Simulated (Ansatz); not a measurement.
C$_{2}$H$_{3}$BF$_{2}$ (`FB1CC1F`) at its PBE0-D4/def2-TZVP geometry, where that method's forces vanish. Charge 0, multiplicity 1.

```xyz
8

F     1.4538    1.6876    0.6173
B     0.5451    0.7933    0.3368
C    -0.3574    0.2052   -0.7322
C    -0.0857   -0.5668    0.5951
F     0.5843   -1.7605    0.5517
H     0.2319   -0.1217   -1.5930
H    -1.3920    0.4037   -0.9870
H    -0.9799   -0.6409    1.2114
```

(1) What forces (eV/Å) does PBE-D4/def2-TZVPP give on these atoms in Ansatz 0.2.0? (Best estimate.)

Answers

(1) The calculation gave: 
```
F1   0.467  0.439  0.108
B2  -0.272 -0.167  0.014
C3  -0.061  0.111 -0.136
C4  -0.126  0.302  0.165
F5   0.336 -0.647 -0.011
H6   0.106 -0.043 -0.197
H7  -0.222  0.017 -0.082
H8  -0.228 -0.012  0.139
```
